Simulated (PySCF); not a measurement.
Isomers of C4H8OSSi.

All values: PBE0/pcSseg-1 (PySCF) at GFN2-xTB geometries, gas phase, one conformer each.

(1) Rank by the highest IAO charge on any atom, lowest value first.
A. `[CH2:1]=[C:2]([S:3][SiH3:4])[C:5]([CH3:6])=[O:7]` with C1–C2–S3–Si4 1°, C1–C2–C5–C6 170°
B. `[CH2:1]=[CH:2][Si@@H:3]1[O:4][CH2:5][CH2:6][S:7]1` with C1–C2–Si3–O4 7°, C2–Si3–O4–C5 -135°, Si3–O4–C5–C6 39°, O4–C5–C6–S7 -45°, C5–C6–S7–Si3 29°
C. `[O:1]=[C:2]1[CH2:3][S:4][C@@H:5]([SiH3:6])[CH2:7]1` with O1–C2–C3–S4 179°, C2–C3–S4–C5 -19°, C3–S4–C5–Si6 -88°, S4–C5–C7–C2 -40°
D. `[O:1]=[CH:2][C@H:3]1[CH2:4][S:5][CH2:6][SiH2:7]1` with O1–C2–C3–C4 -22°, C2–C3–C4–S5 159°, C3–C4–S5–C6 -51°, C4–S5–C6–Si7 39°, S5–C6–Si7–C3 -19°
E. `[CH3:1][O:2][CH2:3][C:4]1=[CH:5][SiH2:6][S:7]1` with C1–O2–C3–C4 -75°, O2–C3–C4–C5 -17°
F. `[CH3:1][C:2]#[C:3][Si@@H:4]([OH:5])[S:6][CH3:7]` with C3–Si4–O5–H 88°, C3–Si4–S6–C7 54°

(2) Rank by HOMO–LUMO gap, lowest first.
A. `[CH2:1]=[C:2]([S:3][SiH3:4])[C:5]([CH3:6])=[O:7]` with C1–C2–S3–Si4 1°, C1–C2–C5–C6 170°
B. `[CH2:1]=[CH:2][Si@@H:3]1[O:4][CH2:5][CH2:6][S:7]1` with C1–C2–Si3–O4 7°, C2–Si3–O4–C5 -135°, Si3–O4–C5–C6 39°, O4–C5–C6–S7 -45°, C5–C6–S7–Si3 29°
C. `[CH2:1]=[C:2]1[CH2:3][CH2:4][S:5][Si@@H:6]1[OH:7]` with S5–Si6–O7–H -36°, C1–C2–C3–C4 148°, C2–C3–C4–S5 50°, C3–C4–S5–Si6 -40°, C4–S5–Si6–O7 142°
D. `[O:1]=[CH:2][C@H:3]1[CH2:4][S:5][CH2:6][SiH2:7]1` with O1–C2–C3–C4 -22°, C2–C3–C4–S5 159°, C3–C4–S5–C6 -51°, C4–S5–C6–Si7 39°, S5–C6–Si7–C3 -19°
E. `[CH3:1][C:2]#[C:3][Si@@H:4]([OH:5])[S:6][CH3:7]` with C3–Si4–O5–H 88°, C3–Si4–S6–C7 54°

(3) Rank by the highest Hirshfeld charge on any atom, highest value first.
A. `[O:1]=[C:2]1[CH2:3][S:4][C@@H:5]([SiH3:6])[CH2:7]1` with O1–C2–C3–S4 179°, C2–C3–S4–C5 -19°, C3–S4–C5–Si6 -88°, S4–C5–C7–C2 -40°
B. `[CH3:1][C:2]#[C:3][Si@@H:4]([OH:5])[S:6][CH3:7]` with C3–Si4–O5–H 88°, C3–Si4–S6–C7 54°
C. `[CH2:1]=[C:2]1[CH2:3][CH2:4][S:5][Si@@H:6]1[OH:7]` with S5–Si6–O7–H -36°, C1–C2–C3–C4 148°, C2–C3–C4–S5 50°, C3–C4–S5–Si6 -40°, C4–S5–Si6–O7 142°
D. `[CH2:1]=[C:2]([S:3][SiH3:4])[C:5]([CH3:6])=[O:7]` with C1–C2–S3–Si4 1°, C1–C2–C5–C6 170°
E. `[CH3:1][O:2][CH2:3][C:4]1=[CH:5][SiH2:6][S:7]1` with C1–O2–C3–C4 -75°, O2–C3–C4–C5 -17°

Results:

(1) A (+0.542 e), C (+0.594 e), E (+0.737 e), D (+0.761 e), B (+1.059 e), F (+1.093 e).

(2) A (5.18 eV), D (5.75 eV), B (6.08 eV), C (6.21 eV), E (6.37 eV).

(3) B (+0.397 e), C (+0.382 e), E (+0.350 e), D (+0.308 e), A (+0.298 e).

All values together:

| SMILES | μ (D) | HOMO (eV) | LUMO (eV) | lowest IAO charge (e) | highest IAO charge (e) | lowest Hirshfeld charge (e) | highest Hirshfeld charge (e) |
| --- | --- | --- | --- | --- | --- | --- | --- |
| C=C[Si@@H]1OCCS1 | 1.42 | -6.76 | -0.68 | -0.642 (O) | +1.059 (Si) | -0.226 (O) | +0.392 (Si) |
| O=C1CS[C@@H]([SiH3])C1 | 1.62 | -6.64 | -0.97 | -0.453 (C) | +0.594 (Si) | -0.230 (O) | +0.298 (Si) |
| C=C1CCS[Si@@H]1O | 2.33 | -6.90 | -0.69 | -0.779 (O) | +1.049 (Si) | -0.304 (O) | +0.382 (Si) |
| O=C[C@H]1CSC[SiH2]1 | 2.54 | -6.47 | -0.72 | -0.628 (C) | +0.761 (Si) | -0.230 (O) | +0.358 (Si) |
| COCC1=C[SiH2]S1 | 1.81 | -6.30 | -0.62 | -0.504 (C) | +0.737 (Si) | -0.185 (C) | +0.350 (Si) |
| C=C(S[SiH3])C(C)=O | 3.01 | -6.88 | -1.70 | -0.482 (C) | +0.542 (Si) | -0.223 (O) | +0.308 (Si) |
| CC#C[Si@@H](O)SC | 2.90 | -6.73 | -0.37 | -0.781 (O) | +1.093 (Si) | -0.300 (O) | +0.397 (Si) |

Conformers: `[CH2:1]=[CH:2][Si@@H:3]1[O:4][CH2:5][CH2:6][S:7]1` with C1–C2–Si3–O4 7°, C2–Si3–O4–C5 -135°, Si3–O4–C5–C6 39°, O4–C5–C6–S7 -45°, C5–C6–S7–Si3 29°; `[O:1]=[C:2]1[CH2:3][S:4][C@@H:5]([SiH3:6])[CH2:7]1` with O1–C2–C3–S4 179°, C2–C3–S4–C5 -19°, C3–S4–C5–Si6 -88°, S4–C5–C7–C2 -40°; `[CH2:1]=[C:2]1[CH2:3][CH2:4][S:5][Si@@H:6]1[OH:7]` with S5–Si6–O7–H -36°, C1–C2–C3–C4 148°, C2–C3–C4–S5 50°, C3–C4–S5–Si6 -40°, C4–S5–Si6–O7 142°; `[O:1]=[CH:2][C@H:3]1[CH2:4][S:5][CH2:6][SiH2:7]1` with O1–C2–C3–C4 -22°, C2–C3–C4–S5 159°, C3–C4–S5–C6 -51°, C4–S5–C6–Si7 39°, S5–C6–Si7–C3 -19°; `[CH3:1][O:2][CH2:3][C:4]1=[CH:5][SiH2:6][S:7]1` with C1–O2–C3–C4 -75°, O2–C3–C4–C5 -17°; `[CH2:1]=[C:2]([S:3][SiH3:4])[C:5]([CH3:6])=[O:7]` with C1–C2–S3–Si4 1°, C1–C2–C5–C6 170°; `[CH3:1][C:2]#[C:3][Si@@H:4]([OH:5])[S:6][CH3:7]` with C3–Si4–O5–H 88°, C3–Si4–S6–C7 54°.
